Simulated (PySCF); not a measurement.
CuCl, SMILES [Cl][Cu], multiplicity 1. Heavy atoms are numbered as in [Cu:1][Cl:2].

Geometry: PBE0-D3(BJ)/def2-TZVPD. The multiplicity is an assumed one; other spin states were not compared.

Computed with PBE0/pcSseg-2 (PySCF).

GIAO shieldings, no solvent; atoms alike by connectivity are averaged. δ = σ(ref) − σ: ³⁵Cl against HCl (σ = 943.3 ppm), references at their B3LYP-D3(BJ)/def2-TZVP geometries, non-relativistic (without spin–orbit terms, shifts of atoms bonded to Cl or Br come out too high).

Task: Estimate the chemical shifts. (Estimate from the structure and the level; the computed values follow.)

Result: 
| nucleus | atoms | count | δ (ppm) |
|---|---|---|---|
| ³⁵Cl | Cl2 | 1 | -216.6 |
